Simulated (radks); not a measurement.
Neutral antimony inside a hard spherical wall (all orbitals vanish at R), configuration held at [Kr] 4d10 5s2 5p3 and not refilled when levels cross. Calculated with a radial shooting solver on a logarithmic mesh with Libxc functionals: scalar-relativistic Kohn-Sham, r2SCAN, spin-polarised, spherical densities, finite nucleus; open shells are filled with parallel spins first (spin-orbit coupling, left out, can overturn this in heavy ions); meta-GGA in the generalised Kohn-Sham scheme; Fermi nuclear charge, rms radius 4.6802 fm. Eigenvalues in eV for spin up, with the zero of energy where the potential of the charges vanishes at infinity; a dash marks a level that is unbound or too diffuse for the functional's potential to be trusted. A positive occupied level is held by the wall or, in an anion where self-interaction has pushed it up, behind a barrier. The pressure on the wall is -dE/dV.

R (bohr)  E (hartree)  kinetic (hartree)    e(4p)    e(4d)    e(5s)   e(5p)  e(6s, empty)  e(5d, empty)  pressure (GPa)
free      -6482.21510           6779.663  -104.31  -34.191  -14.105  -5.827             -             -               0
20        -6482.21510           6779.663  -104.31  -34.191  -14.105  -5.827             -             -        < 0.0001
12        -6482.21509           6779.663  -104.30  -34.190  -14.103  -5.826         0.356         1.756        0.000273
10        -6482.21493           6779.665  -104.29  -34.175  -14.092  -5.814         0.836         2.174         0.00553
8         -6482.21263           6779.686  -104.16  -34.044  -13.995  -5.711         2.162         2.994           0.119
6         -6482.18084           6779.900  -103.18  -33.089  -13.312  -4.889         7.106         5.520            2.96
5         -6482.08417           6780.424  -101.42  -31.390  -12.043  -3.217        14.624         9.142            16.8
4         -6481.68636           6782.200  -97.227  -27.393   -8.444   1.653        33.295        18.007             112
2.5       -6476.27850           6802.073  -74.920   -6.059   24.153  42.691        156.47        77.197            4240
2         -6465.52578           6839.088  -50.007   19.866   77.866  105.06        309.50        152.54           22200
1.5       -6423.32808           6971.057   16.355   94.097   256.46  297.95        719.46        358.91          172000
